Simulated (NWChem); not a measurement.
Species: C₂H₄Cl₂Si; SMILES C(=C)(Cl)[SiH2]Cl

```xyz
9

C     -1.4815    -1.6656    -0.7013
C     -0.4996    -0.9738    -0.0912
Cl     1.1014    -1.6636     0.1148
Si    -0.7052     0.7575     0.6182
Cl     0.5469     2.0860    -0.3778
H     -2.4752    -1.2068    -0.8259
H     -1.3294    -2.6864    -1.0875
H     -2.1303     1.1818     0.4184
H     -0.3274     0.7633     2.0677
```
Atoms are numbered in this order, from 1.

All runs: NWChem. The geometry was optimised at PBE-D3(BJ)/def2-SVP.

Estimate the computed values for Hartree-Fock/cc-pVDZ. Quantities: highest occupied level (eV); orbital gap (eV); dipole (D).

The highest occupied level (eV) is -10.36 and the orbital gap (eV) is 13.04. The dipole (D) is 2.84.
